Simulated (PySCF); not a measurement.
Simulated outer-valence photoelectron spectrum of `[AlH2][O][SiH2]Br`. The calculation used EOM-IP-CCSD/aug-cc-pVDZ in PySCF, restricted Hartree–Fock reference, 20 core orbitals frozen, non-relativistic, gas phase, PBE0-D3(BJ)/def2-SVP geometry.

Each root has a Gaussian of 0.4 eV full width with its one-hole share as area; cross sections and vibrations are left out, and the highest printed point is 100.

```csv
ionisation energy (eV),intensity
10.0,0
10.1,1
10.2,5
10.3,15
10.4,35
10.5,59
10.6,78
10.7,91
10.8,98
10.9,100
11.0,90
11.1,68
11.2,40
11.3,19
11.4,13
11.5,22
11.6,39
11.7,54
11.8,54
11.9,43
12.0,38
12.1,45
12.2,55
12.3,51
12.4,34
12.5,16
12.6,5
12.7,1
12.8,0
12.9,0
13.0,2
13.1,8
13.2,22
13.3,41
13.4,58
13.5,65
13.6,66
13.7,69
13.8,73
13.9,74
14.0,71
14.1,62
14.2,44
14.3,23
14.4,9
14.5,2
14.6,0
```

Where are the maxima, and how many lines lie under the curve?

4 maxima, at 10.9, 11.8, 12.2 and 13.9 eV, from 8 lines. At this width some lines have no maximum of their own.

List the lines with their holes.

```json
{"E (eV)": "10.57", "leading hole (HF orbital)": "HOMO", "area": "0.96", "Koopmans (eV)": "11.21"}
{"E (eV)": "10.83", "leading hole (HF orbital)": "HOMO-1", "area": "0.96", "Koopmans (eV)": "11.48"}
{"E (eV)": "11.04", "leading hole (HF orbital)": "HOMO-2", "area": "0.95", "Koopmans (eV)": "11.77"}
{"E (eV)": "11.74", "leading hole (HF orbital)": "HOMO-3", "area": "0.95", "Koopmans (eV)": "12.69"}
{"E (eV)": "12.24", "leading hole (HF orbital)": "HOMO-4", "area": "0.94", "Koopmans (eV)": "13.23"}
{"E (eV)": "13.43", "leading hole (HF orbital)": "HOMO-5", "area": "0.93", "Koopmans (eV)": "14.21"}
{"E (eV)": "13.77", "leading hole (HF orbital)": "HOMO-6", "area": "0.94", "Koopmans (eV)": "15.29"}
{"E (eV)": "14.08", "leading hole (HF orbital)": "HOMO-7", "area": "0.93", "Koopmans (eV)": "15.64"}
```

The widest gap, 1.19 eV, lies between 12.24 and 13.43 eV. Only orbitals with −ε under 21 eV, eight at most, were ionised, so the high end of the curve may lack lines.
